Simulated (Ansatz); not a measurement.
This Ansatz (a program for electronic structure) input (B2PLYP/aug-pcseg-2) gives -99.71442 Eh with 46 basis functions. A basis named .json is the Basis Set Exchange file of that set (core-valence sets with the plain set on hydrogen).

Ansatz 0.2 input:
```yaml
crystal:
  periodic: [false, false, false]
  atoms:
    - {symbol: F, position_ang: [0.00000000, 0.00000000, 0.00000000]}
basis:
  gaussian:
    orbitals: aug-pcseg-2
hamiltonian:
  xc: {name: B2PLYP}
magnetization: {spin_polarized: true, initial_magnetization: 1}
correlation: {electrons: outside_noble_gas}
scf: {lower_state_search: full}
```

Change:
```diff
- orbitals: aug-pcseg-2
+ orbitals: 6-311+G__.json
```

**Question.** What does the run give now?

**Answer.** -99.69676 Eh (B2PLYP/6-311+G**, 22 functions), a change of +17.66 mEh.
